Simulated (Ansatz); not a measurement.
Basis sets compared for GaMe2H (C₂H₇Ga). Total charge 0; singlet. Geometry PBE-D4/def2-SVP. Ansatz on 4 threads of Arm Neoverse V2 on a shared host; times are rough, and most runs start from earlier orbitals.

```xyz
10

Ga    0.0858    0.1557   -0.7570
C    -1.7099    0.2220    0.0845
H    -1.7339    1.0250    0.8524
H    -1.9223   -0.7291    0.6172
H    -2.5239    0.4109   -0.6418
C     1.6599   -0.3096    0.3577
H     1.5711   -1.3615    0.7052
H     1.6914    0.3221    1.2705
H     2.6208   -0.2036   -0.1818
H     0.2611    0.4681   -2.3069
```

Binding counts from free atoms (Ga doublet, C triplet, H doublet) in the same basis, without a counterpoise term.

```tsv
level	functions	energy (Eh)	HOMO (eV)	LUMO (eV)	binding per atom (eV)	wall time
HF/STO-3G	35	-1979.7518	-6.73	5.18	–	0.1 s
PBE-D4/def2-SVP	95	-2004.5492	-6.37	-1.74	3.51	0.55 s
PBE0-D4/def2-SVP	95	-2004.6118	-7.63	-0.94	3.49	0.8 s
```

Estimate the rows for HF/def2-TZVP, PBE-D4/def2-TZVP, PBE0-D4/def2-TZVP (with forces).


```
                          level  functions  energy (Eh)  HOMO (eV)  LUMO (eV)  binding per atom (eV)  wall time
                   HF/def2-TZVP        152   -2003.0776     -10.53       1.78                   2.64      0.6 s
               PBE-D4/def2-TZVP        152   -2004.8886      -6.45      -1.80                   3.49     0.85 s
PBE0-D4/def2-TZVP (with forces)        152   -2004.9461      -7.66      -0.99                   3.47      1.6 s
```
